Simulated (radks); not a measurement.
Problem. The mean radii <r> (bohr) of the occupied orbitals of an atom or ion are listed with their occupations. Calculated with a radial shooting solver on a logarithmic mesh with Libxc functionals: non-relativistic Kohn-Sham, LDA (Slater exchange, VWN5 correlation), spin-polarised, spherical densities, point nucleus.

orbital  occ.      <r>
1s down     1  0.03634
1s up       1  0.03634
2s up       1   0.1589
2s down     1   0.1589
2p up       3   0.1361
2p down     3   0.1361
3s up       1   0.4417
3s down     1   0.4416
3p up       3   0.4364
3p down     3   0.4363
3d up       5   0.4149
3d down     5   0.4146
4s up       1    1.132
4s down     1    1.128
4p up       3    1.239
4p down     3    1.234
4d up       4    1.698

Name the element and its charge. Open shells, if any, are filled with parallel spins first.

Solution. Z = 42, molybdenum, charge +2: Mo2+ in [Kr] 4d4. The 1s radius gives Z: for a bare nucleus <r> = 1.5/Z, 0.03571 bohr for Z = 42, and screening makes it slightly larger (0.03634 here). The occupations add up to 40, and the charge is Z minus that.
